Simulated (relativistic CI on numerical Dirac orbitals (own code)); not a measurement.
**Os3+: L2,3 absorption edge**

Computed with this model: Dirac-Coulomb-Breit CI, KLI orbitals optimised for each configuration, model QED (radiative potential, 1s self-energy scaled to tabulated hydrogen-like ionisation energies), valence Slater integrals scaled by 0.8, multiplet model of core-to-valence dipole absorption; configurations [Xe] 4f14 5d5 → [He] 2s2 2p5 3s2 3p6 3d10 4s2 4p6 4d10 4f14 5s2 5p6 5d6; 10 K; Lorentzian 5 eV and Gaussian 1 eV FWHM. Energies are those of the free ion, without screening or charge transfer. The branching ratio is the share of the lower-energy edge in the whole absorption, uncertain by about 0.02 where the edges overlap. S is read from ⟨S²⟩ = S(S + 1).

Field parameters in Wybourne normalisation: Oh B⁴₀ = 21Dq, B⁴₄ = √(5/14) B⁴₀. The field is a parameter set, without covalency.

free ion: ground-state S = 2.40, centroid 11173.83 eV, branching ratio 0.801. Peaks (eV, height): 10873.0 (100), 12388.0 (24).

Oh, 10Dq = 29450 cm⁻¹: ground-state S = 0.62, centroid 11076.45 eV, branching ratio 0.866. Peaks (eV, height): 10873.0 (100), 12388.5 (17).

Oh, 10Dq = 39250 cm⁻¹: ground-state S = 0.56, centroid 11111.77 eV, branching ratio 0.843. Peaks (eV, height): 10874.0 (100), 12389.0 (22).

Oh, 10Dq = 16250 cm⁻¹: ground-state S = 1.27, centroid 10993.83 eV, branching ratio 0.920. Peaks (eV, height): 10872.5 (100), 12388.0 (8).

The statistical ratio of this edge is 2/3 = 0.667. Values above it arise where the holes sit mainly in the j = l + 1/2 valence subshell or the ground state has high spin; values below it where core-valence Coulomb terms move weight to the upper edge, as in nearly empty shells. At deep edges of heavy elements the radial integrals of the two core levels differ, which raises the baseline.

Strongest unbroadened transitions for Oh, 10Dq = 16250 cm⁻¹:

```tsv
Energy (eV)	Relative strength
10871.06	59.9
10871.72	4.2
10871.98	16.2
10872.14	81.5
10872.23	89.6
10872.34	100.0
10872.45	5.0
10872.56	7.7
10872.77	3.6
10873.04	6.9
10873.32	4.7
10873.39	9.8
10874.10	20.0
10874.15	4.1
10874.20	6.0
10874.32	3.5
12387.28	12.2
12387.36	5.5
```
